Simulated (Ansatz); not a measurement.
This geometry of ClFH₄O₃Zr (10 atoms, charge 0, multiplicity 1) is a first-order saddle point.

These are results of RKS BLYP-D4/def2-SVP (Ansatz), not measurements.

```xyz
10
Properties=species:S:1:pos:R:3
Zr 0.065 0.235 0.063
Cl 0.657 -0.359 2.730
O 1.720 -0.279 -0.785
H 2.308 -0.691 -1.436
O -0.903 1.393 -1.153
H -1.590 1.618 -1.798
O -1.107 -1.308 0.119
H -1.499 -2.106 0.505
F 0.583 1.888 1.337
H 0.742 1.081 2.235
```

Question: Which two structures does it join? (They come from a converged band through this point; their orientation in space is the band's.)

Answer: Bonds broken: Zr1–Cl2, F9–H10. Bonds formed: Cl2–H10. ClFH4O3Zr becomes ClH + FH3O3Zr.

Image 0:

```xyz
10
Properties=species:S:1:pos:R:3
Zr -0.024 -0.053 0.181
Cl 0.021 -0.028 2.703
O 1.662 -0.401 -0.695
H 2.418 -0.576 -1.272
O -1.132 1.272 -0.688
H -1.508 1.961 -1.255
O -1.017 -1.691 -0.029
H -1.541 -2.494 -0.156
F 1.150 1.925 1.072
H 0.947 1.556 1.958
```

Image 6:

```xyz
10
Properties=species:S:1:pos:R:3
Zr -0.142 0.400 -0.189
Cl 1.468 -0.529 3.052
O 1.615 -0.100 -0.819
H 2.470 -0.461 -1.095
O -1.049 1.432 -1.554
H -1.511 1.732 -2.350
O -1.216 -1.140 0.275
H -1.584 -2.004 0.510
F 0.038 1.576 1.392
H 0.888 0.565 2.595
```

Question: How far does it lie above each of them?

Answer: 0.185 eV above the first and 0.241 eV above the second. This is the barrier of this one path; another mechanism may lie lower. The orbitals stay closed-shell, which can raise the energy where a bond breaks towards radicals; this wasn't checked here.

Run time: 3.4 min on 4 threads of Intel(R) Xeon(R) Platinum 8259CL CPU @ 2.50GHz (Skylake/Cascade Lake) (shared host), peak memory 0.21 GiB.
